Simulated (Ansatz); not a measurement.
`CB(F)O[SiH3]` and `[CH3][AlH][B](C)F` differ in one atom or group.

Ansatz, PBE0-D4/def2-TZVP geometries, multiplicity 1. Each molecule was computed in one conformer, which needn't be the lowest.

```csv
property,`CB(F)O[SiH3]`
HOMO energy (B3LYP/def2-TZVPP) / eV,-9.07
LUMO energy (B3LYP/def2-TZVPP) / eV,-0.12
HOMO energy (ωB97M-V/def2-TZVPP) / eV,-11.60
HOMO–LUMO gap (B3LYP/def2-TZVPP) / eV,8.95
HOMO–LUMO gap (ωB97M-V/def2-TZVPP) / eV,13.25
size of the dipole moment (ωB97M-V/def2-TZVPP) / D,0.63
```

Task: Give the same properties after the change, and the shifts. (Estimate.)

Result: Computed: 
| property | `[CH3][AlH][B](C)F` | shift |
| --- | --- | --- |
| HOMO energy (B3LYP/def2-TZVPP) / eV | -6.68 | 2.39 |
| LUMO energy (B3LYP/def2-TZVPP) / eV | -1.51 | -1.39 |
| HOMO energy (ωB97M-V/def2-TZVPP) / eV | -8.99 | 2.61 |
| HOMO–LUMO gap (B3LYP/def2-TZVPP) / eV | 5.17 | -3.78 |
| HOMO–LUMO gap (ωB97M-V/def2-TZVPP) / eV | 9.26 | -3.99 |
| size of the dipole moment (ωB97M-V/def2-TZVPP) / D | 1.25 | 0.62 |

With PBE0 the HOMO rises by 2.43 eV and the LUMO falls by 1.42 eV, so the gap narrows by about 3.85 eV. PBE moves the HOMO by 2.16 eV and ωB97M-V by 2.61 eV. Dipoles are sizes alone; their direction can turn.

B3LYP here is the variant with VWN-RPA as its local correlation; programs differ in this.
